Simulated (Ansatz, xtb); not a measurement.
FH2NOSe: which of two structures lies lower

Structure a is `ON[Se]F`, a singlet and structure b is a singlet given by its coordinates. Both are isolated molecules in the gas phase, relaxed with PBE0-D3(BJ)/def2-SVP; the shapes shown needn't be the lowest conformers.

a (Å):

```xyz
6

F    -1.4391   -1.3786   -2.1776
N    -0.4660   -2.1984    0.3455
O    -1.5084   -2.9640    0.8539
Se   -0.0968   -2.2529   -1.3864
H    -1.0697   -3.7286    1.2494
H    -0.5037   -1.2716    0.7682
```

b (Å):

| atom | x (Å) | y (Å) | z (Å) |
| --- | --- | --- | --- |
| F | -1.1853 | -2.2763 | -0.4269 |
| N | -1.0116 | -0.1825 | -2.3134 |
| O | 1.0222 | -1.4437 | -1.2120 |
| Se | -0.4921 | -0.6354 | -0.8047 |
| H | -1.6688 | 0.5955 | -2.1766 |
| H | 0.8578 | -2.3921 | -1.0805 |

Close contacts (Å): F1–Se4 1.82, N2–Se4 1.66, O3–Se4 1.76, N2–H5 1.03, O3–H6 0.97, Se4–H5 2.19.

**Question.** Which of the two would you expect CCSD(T)/def2-TZVP electronic energies to favour?

**Answer.** Structure b; the calculation gives E(b) − E(a) = −0.661 eV.

Level by level:

| level | geometry | E(b) − E(a) (eV) | departure from the last row (eV) | job, with rough time for the two |
| --- | --- | --- | --- | --- |
| GFN2-xTB | GFN2-xTB | −0.732 | −0.072 | optimisation, 0.19 s |
| HF/STO-3G | GFN2-xTB | +4.546 | +5.207 | single point, 0.52 s |
| r2SCAN-D4/def2-SVP | GFN2-xTB | −0.241 | +0.420 | single point, 2.8 s |
| PBE0-D3(BJ)/def2-SVP | PBE0-D3(BJ)/def2-SVP | −0.176 | +0.485 | optimisation, 43 s |
| HF/def2-TZVP | PBE0-D3(BJ)/def2-SVP | −0.128 | +0.533 | part of the CCSD(T) run |
| MP2/def2-TZVP | PBE0-D3(BJ)/def2-SVP | −0.878 | −0.217 | part of the CCSD(T) run |
| CCSD(T)/def2-TZVP | PBE0-D3(BJ)/def2-SVP | −0.661 |  | single point, 1.9 min |

HF/STO-3G puts the two in the other order. The largest departure from CCSD(T)/def2-TZVP is that of HF/STO-3G, 5.207 eV.

With harmonic frequencies from PBE0-D3(BJ)/def2-SVP (ideal gas, rigid rotor, one conformer each, 298.15 K, 1 atm): the zero-point term adds −0.069 eV; ΔH is −0.725 and ΔG −0.727 eV.

The correlated steps freeze 12 core orbitals; the filled d shell of Se is correlated, in a basis made for valence electrons. Codes used: Ansatz 0.2.0, xtb 6.7.1; the last row on 2 threads of Arm Neoverse V1 on a shared host.
